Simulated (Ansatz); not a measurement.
Reaction (ligand exchange at the Si–O bond): `C[SiH](N)O` + H₂Te → `C[SiH](N)[TeH]` + H₂O

Gas-phase electronic energies from Ansatz, PBE0-D4/def2-TZVP geometries. CCSD(T)/CBS is the MP2 limit (def2-TZVPP, def2-QZVPP) plus CCSD(T) − MP2 in def2-TZVPP, frozen cores. This one scheme is used for every species. DFT in def2-TZVPP. def2 core potentials past Kr. For Te outer-core shells are correlated without core-valence functions, which leaves a few kJ/mol of doubt a bond. One conformer a species, not always the lowest.

| level | ΔE (kJ/mol) |
| --- | --- |
| ωB97M-V | 48.7 |
| PBE0 | 39.0 |
| CCSD/def2-TZVPP | 51.4 |
| HF/def2-QZVPP | 65.3 |

Problem. What does CCSD(T)/CBS give? (Estimate.)

Solution. Computed: +38.4 kJ/mol. The listed levels differ from it by 10.3, 0.6, 13.0, 26.9 kJ/mol.

Largest T1 diagnostic among the species: 0.010.

In def2-TZVPP, CCSD(T) changes the Hartree–Fock value by −16.7 kJ/mol (the triples alone add −3.3 kJ/mol) and MP2 by −25.4 kJ/mol. The D4 term adds −9.1 kJ/mol with B3LYP and −5.1 kJ/mol with PBE0; it sums over pairs of atoms, weighted by their polarisabilities, and B3LYP, whose exchange is more repulsive, gets the larger term.

B3LYP here is the variant with VWN-RPA as its local correlation; programs differ in this.
